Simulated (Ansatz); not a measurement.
Nudged elastic band run: ClFGaH

Input:

```yaml
crystal:
  periodic: [false, false, false]
  atoms:
    - { symbol: Ga, position_ang: [-1.036899, -1.284962, -0.663781] }
    - { symbol: F, position_ang: [-0.046167, 0.150102, -1.246841] }
    - { symbol: H, position_ang: [0.51917, 0.648515, 0.302484] }
    - { symbol: Cl, position_ang: [0.563797, 0.486345, 1.608238] }
magnetization:
  spin_polarized: true
basis:
  gaussian: { orbitals: def2-SVP }
hamiltonian:
  xc: b3lyp
  dispersion: d4
neb:
  order_check: false
  images: 7
  f_tol: 0.03
  max_iterations: 60
  final_atoms:
    - { symbol: Ga, position_ang: [-0.94864388, -1.27549808, -0.02011867] }
    - { symbol: F, position_ang: [0.24355746, 0.53671905, -1.22455764] }
    - { symbol: H, position_ang: [0.50984987, 0.74452929, -0.33314075] }
    - { symbol: Cl, position_ang: [0.19513755, -0.00575026, 1.57791706] }
  initial_path:
    images:
      - { positions_ang: [[-1.036899, -1.284962, -0.663781], [-0.046167, 0.150102, -1.246841], [0.51917, 0.648515, 0.302484], [0.563797, 0.486345, 1.608238]] }
      - { positions_ang: [[-0.9950521, -1.24869554, -0.54776876], [0.00654508, 0.22019715, -1.23412391], [0.47663425, 0.60232562, 0.22574977], [0.51177377, 0.42617277, 1.5562429]] }
      - { positions_ang: [[-0.95320519, -1.21242908, -0.43175653], [0.05925715, 0.2902923, -1.22140682], [0.4340985, 0.55613624, 0.14901554], [0.45975055, 0.36600054, 1.50424781]] }
      - { positions_ang: [[-0.91135829, -1.17616262, -0.31574429], [0.11196923, 0.36038745, -1.20868973], [0.39156274, 0.50994687, 0.07228131], [0.40772732, 0.30582831, 1.45225271]] }
      - { positions_ang: [[-0.86951139, -1.13989616, -0.19973205], [0.16468131, 0.4304826, -1.19597264], [0.34902699, 0.46375749, -0.00445292], [0.35570409, 0.24565607, 1.40025761]] }
      - { positions_ang: [[-0.88929451, -1.17379664, -0.15482871], [0.18440035, 0.45704171, -1.20311889], [0.38923271, 0.53395044, -0.08662488], [0.31556246, 0.18280449, 1.44467248]] }
      - { positions_ang: [[-0.90907764, -1.20769712, -0.10992536], [0.20411938, 0.48360082, -1.21026514], [0.42943843, 0.60414339, -0.16879684], [0.27542082, 0.11995291, 1.48908734]] }
      - { positions_ang: [[-0.92886076, -1.2415976, -0.06502202], [0.22383842, 0.51015994, -1.21741139], [0.46964415, 0.67433634, -0.2509688], [0.23527919, 0.05710132, 1.5335022]] }
      - { positions_ang: [[-0.94864388, -1.27549808, -0.02011867], [0.24355746, 0.53671905, -1.22455764], [0.50984987, 0.74452929, -0.33314075], [0.19513755, -0.00575026, 1.57791706]] }
```

Launched with:

```bash
$ ansatz run input.yaml --threads 2 --pin off --max-ram 3072MiB --backend cpu --events-out ev --progress --plain --runs-dir out
```

Output, in part (warnings, iteration lines, the closing report on the highest movable image, with atoms numbered from 0):

```
NEB end point (image 0): max|allowed force component| = 1.312e-2 eV/Å (the criterion of neb.relax_end_points is 1.000e-2)
NEB end point (image 8): max|allowed force component| = 1.835e-2 eV/Å (the criterion of neb.relax_end_points is 1.000e-2)
NEB iter   1: max|band force component| = 1.963e0 eV/Å  barrier→ = 0.3911 eV  barrier← = 0.6008 eV  Δτ_max = 0.1276 Å  (250 SCF iters)
NEB iter   2: max|band force component| = 9.070e-1 eV/Å  barrier→ = 0.1368 eV  barrier← = 0.3465 eV  Δτ_max = 0.0752 Å  (203 SCF iters)
NEB iter   3: max|band force component| = 7.734e-1 eV/Å  barrier→ = 0.1267 eV  barrier← = 0.3363 eV  Δτ_max = 0.0440 Å  (195 SCF iters)
NEB iter   4: max|band force component| = 1.880e-1 eV/Å  barrier→ = 0.0944 eV  barrier← = 0.3040 eV  CI = image 3  Δτ_max = 0.0361 Å  (194 SCF iters)
NEB iter   5: max|band force component| = 2.073e-1 eV/Å  barrier→ = 0.1027 eV  barrier← = 0.3124 eV  CI = image 3  Δτ_max = 0.0154 Å  (192 SCF iters)
NEB iter   6: max|band force component| = 7.274e-2 eV/Å  barrier→ = 0.1033 eV  barrier← = 0.3129 eV  CI = image 3  Δτ_max = 0.0083 Å  (190 SCF iters)
NEB iter   7: max|band force component| = 1.941e-2 eV/Å  barrier→ = 0.1033 eV  barrier← = 0.3130 eV  CI = image 3  Δτ_max = 0.0000 Å  (368 SCF iters)
Total energy: -67624.64392648 eV, -2485.1598266681 hartree
Atom 0 at    -0.931646    -1.194505    -0.363655 Å, force    -0.000611    -0.000752    -0.000838 eV/Å
Atom 1 at     0.087052     0.312873    -1.148770 Å, force    -0.000094     0.000304    -0.000981 eV/Å
Atom 2 at     0.432588     0.577961     0.032645 Å, force    -0.000074    -0.000785     0.001731 eV/Å
Atom 3 at     0.411908     0.303670     1.479880 Å, force     0.000779     0.001232     0.000088 eV/Å
Dipole moment:    -0.263553    -0.323572    -0.186993 e Å
```

The run converged. A vibrational analysis at the climbing image gives one clearly imaginary mode, 371i cm⁻¹: a first-order saddle point. The orbitals were unrestricted but ended closed-shell.

Final band (atoms are numbered from 1 in the order of the input):

```csv
image,path coordinate (Å),energy (eV),Ga1–F2 (Å),H3–Cl4 (Å),Ga1–Cl4 (Å)
0,0.00,0.000,1.84,1.32,3.30
1,0.19,0.012,1.86,1.33,3.06
2,0.39,0.058,1.90,1.37,2.86
3,0.58,0.103,1.98,1.47,2.73
4,0.73,0.058,2.06,1.59,2.65
5,0.88,-0.043,2.14,1.71,2.55
6,1.03,-0.138,2.24,1.82,2.46
7,1.19,-0.195,2.35,1.95,2.38
8,1.34,-0.210,2.48,2.08,2.34
```

Run time: 100 s on 2 threads of Intel(R) Xeon(R) Platinum 8259CL CPU @ 2.50GHz (Skylake/Cascade Lake), on a shared host, peak memory 0.21 GiB.
